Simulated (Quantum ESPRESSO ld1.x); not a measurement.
Results of a calculation; reference values are marked as such.
Question: The mean radii <r> (bohr) of the occupied orbitals of an atom or ion are listed with their occupations. Code: ld1.x of Quantum ESPRESSO 7.5. Model: scalar-relativistic Kohn-Sham, LDA (Slater exchange, VWN5 correlation), spin-polarised, spherical densities, point nucleus.

| orbital | occ. | <r> |
|---|---|---|
| 1s up | 1 | 0.03183 |
| 1s down | 1 | 0.03181 |
| 2s up | 1 | 0.1336 |
| 2s down | 1 | 0.1338 |
| 2p up | 3 | 0.1154 |
| 2p down | 1 | 0.1157 |

Name the element and its charge. Open shells, if any, are filled with parallel spins first.

Answer: Z = 46, palladium, charge +38: Pd38+ in [He] 2s2 2p4. The 1s radius gives Z: for a bare nucleus <r> = (2 gamma + 1)/(2Z) with gamma = sqrt(1 - (Z/c)^2), 0.03135 bohr for Z = 46, and screening makes it slightly larger (0.03183 here). The occupations add up to 8, and the charge is Z minus that.
